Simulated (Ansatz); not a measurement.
Input file for Ansatz (an electronic-structure program): R-B3LYP-D3(BJ)/def2-TZVP on C3H4O (SMILES O=C1CC1).

Ansatz 0.2 input:
```yaml
crystal:
  periodic: [false, false, false]
  atoms:
    - {symbol: O, position_ang: [-1.27650000, 1.57710000, 0.12310000]}
    - {symbol: C, position_ang: [-0.52150000, 0.64440000, 0.05030000]}
    - {symbol: C, position_ang: [0.82780000, 0.25800000, 0.06670000]}
    - {symbol: C, position_ang: [-0.43140000, -0.74780000, -0.10500000]}
    - {symbol: H, position_ang: [1.41980000, 0.49280000, -0.80490000]}
    - {symbol: H, position_ang: [1.33790000, 0.28430000, 1.01780000]}
    - {symbol: H, position_ang: [-0.71900000, -1.35870000, 0.73730000]}
    - {symbol: H, position_ang: [-0.63710000, -1.15010000, -1.08540000]}
basis:
  gaussian:
    orbitals: def2-TZVP
hamiltonian:
  xc: b3lyp
  dispersion: d3bj
relax: {f_tol: 0.001, max_steps: 120}
accuracy: high
scf: {lower_state_search: off}
```

What total energy does the run end on?

-191.9694 hartree.

How many basis functions does it have, and what does it roughly cost on one machine?

148 functions; about 2.4 core-minutes (a rough figure).
